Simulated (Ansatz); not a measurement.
Reactions of C₂H₅FO₂Si, SMILES `CO[Si]1(F)CO1`.

Isolated molecules relaxed with PBE0-D4/def2-TZVP in Ansatz; ΔE leaves out vibrations. CCSD(T)/CBS is the MP2 limit (def2-TZVPP, def2-QZVPP) plus CCSD(T) − MP2 in def2-TZVPP, frozen cores. This one scheme is used for every species. def2 core potentials past Kr. For Se, Sn outer-core shells are correlated without core-valence functions, which leaves a few kJ/mol of doubt a bond. Scalar relativity is left out up to krypton. One conformer a species, not always the lowest.

Task: Order these by ΔE at CCSD(T)/CBS, lowest first. (An estimate is asked.)
A. `CO[Si]1(F)CO1` + `O=C=[N][SnH2][Cl]` → `CO[Si]1(Cl)CO1` + `O=C=[N][SnH2][F]`
B. `CO[Si]1(F)CO1` → `O[Si@@H](F)[C@@H]1CO1`
C. `CO[Si]1(F)CO1` → `C=C[Si](O)(O)F`
D. `CO[Si]1(F)CO1` + H₂O → `O[Si]1(F)CO1` + CH₃OH
E. `CO[Si]1(F)CO1` → `O=COC(F)[SiH3]`
F. `CO[Si]1(F)CO1` + H₂Se → `F[Si]1([SeH])CO1` + CH₃OH
G. `CO[Si]1(F)CO1` → `O=C[SiH](O)CF`
H. `CO[Si]1(F)CO1` + HCl → `F[Si]1(Cl)CO1` + CH₃OH

Result: C (-224.9 kJ/mol), D (+1.1 kJ/mol), H (+14.8 kJ/mol), B (+33.6 kJ/mol), F (+42.7 kJ/mol), A (+77.0 kJ/mol), G (+200.4 kJ/mol), E (+309.4 kJ/mol).

Largest T1 diagnostic: 0.016, for `O=C=[N][SnH2][F]`.
